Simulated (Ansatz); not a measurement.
Species: CuCl$_{2}$, charge 0, multiplicity 2. The spin state was set by rule; other spins were not relaxed. SMILES: [Cu]([Cl])[Cl]
Geometry from a B3LYP-D3(BJ)/def2-TZVP (Ansatz, a quantum-chemistry and plane-wave program) optimisation:
```
Cu
Cl 1 2.0797
Cl 1 2.0797 2 180.00
```
Charge 0, spin multiplicity 2.

Wanted: vertical ionisation energy (to the triplet state of charge +1; each state is the SCF solution reached for its spin; for the triplet T1 is 0.057), in eV. Valence correlation only, unless marked. Open shells are spin-unrestricted. No spin-orbit coupling. Frozen are the shells of the preceding noble gas and the d and f shells that filled before the atom's block. No relativistic terms. 

```csv
level,program,vertical ionisation energy (eV)
SVWN5/def2-TZVPD,Ansatz,10.65
r2SCAN/def2-TZVPD,Ansatz,10.63
B3LYP/def2-TZVPD,Ansatz,10.91
PBE0/def2-TZVPD,Ansatz,10.95
BHLYP/def2-TZVPD,Ansatz,11.32
CAM-B3LYP/def2-TZVPD,Ansatz,10.99
wB97X-V/def2-TZVPD,Ansatz,10.98
CCSD/def2-SVPD,Ansatz,10.87
CCSD(T)/def2-SVPD,Ansatz,10.78
```
